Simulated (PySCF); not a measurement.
Level of theory: TPSSh-D3(BJ)/def2-TZVP // TPSS-D3(BJ)/def2-SVP (PySCF). All species are isolated molecules in the gas phase. 

Reference species: [Zn(F)2] (neutral, multiplicity 1).

charge on the central atom (Mulliken): 0.93 e
charge on the central atom (meta-Löwdin): 1.42 e

Changed species: [Zn(F)(Br)] (1 of 2 F replaced by Br; the reference has 0 of 2 F replaced by Br).

**Question.** What does the change do to the charge on the central atom (Mulliken) and charge on the central atom (meta-Löwdin)?

**Answer.** the charge on the central atom (Mulliken) decreases by 0.20 e, to 0.73 e; the charge on the central atom (meta-Löwdin) falls by 0.12 e, to 1.30 e.
